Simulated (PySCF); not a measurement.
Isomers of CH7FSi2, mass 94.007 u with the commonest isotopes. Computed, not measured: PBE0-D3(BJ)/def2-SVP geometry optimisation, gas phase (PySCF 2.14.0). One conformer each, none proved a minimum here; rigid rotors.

Question: Order these by out-of-plane moment Σ m c² = (Ia + Ib − Ic)/2, smallest first.
A. `[F:1][SiH2:2][CH2:3][SiH3:4]` with F1–Si2–C3–Si4 -57°
B. `[F:1][CH2:2][SiH2:3][SiH3:4]` with F1–C2–Si3–Si4 48°
C. `FC([SiH3])[SiH3]`

Answer: C (11.11 u·Å²), B (11.83 u·Å²), A (13.19 u·Å²).

Question: Order these by rotational constant B, largest first.
A. `FC([SiH3])[SiH3]`
B. `[F:1][CH2:2][SiH2:3][SiH3:4]` with F1–C2–Si3–Si4 48°
C. `[F:1][SiH2:2][CH2:3][SiH3:4]` with F1–Si2–C3–Si4 -57°

Answer: A (2777 MHz), B (2452 MHz), C (2222 MHz).

Question: Order these by rotational constant A, smallest first.
A. `[F:1][SiH2:2][CH2:3][SiH3:4]` with F1–Si2–C3–Si4 -57°
B. `[F:1][CH2:2][SiH2:3][SiH3:4]` with F1–C2–Si3–Si4 48°
C. `FC([SiH3])[SiH3]`

Answer: C (5792 MHz), B (6091 MHz), A (8237 MHz).

```
          SMILES  point group  Ia (u·Å²)  Ib (u·Å²)  Ic (u·Å²)      κ  μa (D)  μb (D)  μc (D)
  F[SiH2]C[SiH3]           C1      61.35     227.44     262.41  -0.91    0.62    1.80    0.22
FC([SiH3])[SiH3]           Cs      87.25     181.96     246.98  -0.61    0.01    1.07    0.84
  FC[SiH2][SiH3]           C1      82.97     206.13     265.44  -0.74    0.23    1.28    0.76
```
